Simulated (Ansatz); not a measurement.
C2HF4O (`F[C](F)OC(F)F`) radical, charge 0, multiplicity 2.

Give a relaxed structure at PBE0-D4/def2-TZVP (Ansatz 0.2.0). (Estimate.)

Ansatz gave: 
```xyz
8

F     2.028   -0.059    0.157
C     1.151    0.622   -0.562
F     0.923    1.797    0.012
O     0.046   -0.053   -0.890
C    -0.818   -0.433    0.137
F    -2.041   -0.454   -0.383
F    -0.513   -1.671    0.542
H    -0.776    0.252    0.988
```
